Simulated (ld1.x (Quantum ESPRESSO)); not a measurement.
## u(r) = r·R(r): atom against pseudo-atom (fluorine)

Columns: radius, all-electron u(r) and pseudo u(r) of the 2p shell (level -28.31 eV) of fluorine in the configuration [He] 2s2 2p4; PBE, scalar-relativistic, TM scheme, ld1.x (Quantum ESPRESSO) 7.5.

| r (bohr) | all-electron | pseudo |
| --- | --- | --- |
| 0.072 | 0.0878 | 0.0305 |
| 0.145 | 0.2638 | 0.1197 |
| 0.217 | 0.4475 | 0.2539 |
| 0.290 | 0.6118 | 0.4193 |
| 0.362 | 0.7414 | 0.5910 |
| 0.435 | 0.8394 | 0.7529 |
| 0.507 | 0.9053 | 0.8839 |
| 0.580 | 0.9446 | 0.9770 |
| 0.652 | 0.9610 | 1.0267 |
| 0.725 | 0.9596 | 1.0383 |
| 0.798 | 0.9443 | 1.0191 |
| 0.870 | 0.9190 | 0.9800 |
| 0.942 | 0.8865 | 0.9299 |
| 1.015 | 0.8484 | 0.8751 |
| 1.088 | 0.8071 | 0.8210 |
| 1.160 | 0.7645 | 0.7704 |
| 1.232 | 0.7212 | 0.7231 |
| 1.305 | 0.6775 | 0.6778 |
| 1.378 | 0.6344 | 0.6344 |
| 1.450 | 0.5931 | 0.5931 |
| 1.522 | 0.5533 | 0.5533 |
| 1.595 | 0.5147 | 0.5147 |
| 1.668 | 0.4779 | 0.4779 |
| 1.740 | 0.4435 | 0.4435 |
| 1.812 | 0.4112 | 0.4112 |
| 1.885 | 0.3803 | 0.3803 |

Task: How many radial nodes do the two functions have?

Result: The all-electron 2p function has n − l − 1 = 0; the pseudo-wave has 0.

Task: At about which radius was the pseudo-wave matched?

Result: 1.45 bohr. The columns agree to 0.0005 from 1.30 bohr on; several derivatives are matched, so the curves merge somewhat inside the radius.

Task: Where does each function peak?

Result: Outermost all-electron maximum near 0.65 bohr, pseudo maximum near 0.72 bohr (to the table’s step).

Task: Is the pseudo-wave norm-conserving?

Result: Yes: the TM scheme keeps the norm inside the radius equal to the all-electron one, which fixes the energy derivative of the logarithmic derivative at the level.
